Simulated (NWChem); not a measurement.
Species: GeF3 cation

All runs: NWChem. Pople sets run with spherical d functions. Medium grid unless said otherwise, to which SCAN and Minnesota functionals are sensitive. Geometry: optimised at B3LYP/6-31G* (spherical d). Hybrids' shares of exact exchange are those that their runs print; pure functionals count as 0. The functionals differ in more than this share.

```
row            share of exact exchange  highest occupied level (eV)
-------------  -----------------------  ---------------------------
PBE/6-31G*                        0.00                       -17.50
SCAN/6-31G*                       0.00                       -18.16
TPSSh/6-31G*                      0.10                       -18.59
B3LYP/6-31G*                      0.20                       -19.37
B3PW91/6-31G*                     0.20                       -19.42
MPW1K/6-31G*                      0.43                     withheld
```

Problem. Fit a straight line of the last column on the one before it, predict the withheld value, and compare with the run.

Solution. 
1. Means of the 5 shown rows: x = 0.100, y = -18.608. Slope Σ(x − x̄)(y − ȳ)/Σ(x − x̄)² = -0.3130/0.04000 = -7.825; intercept -17.826.
2. The shown rows scatter about the line by 0.210 (root mean square); the largest residual is -0.33, at SCAN/6-31G*.
3. At x = 0.43 (MPW1K/6-31G*; beyond the shown range) the line gives -21.19.
4. The run gives -21.47, -0.28 from the line, 1.3 times the scatter.
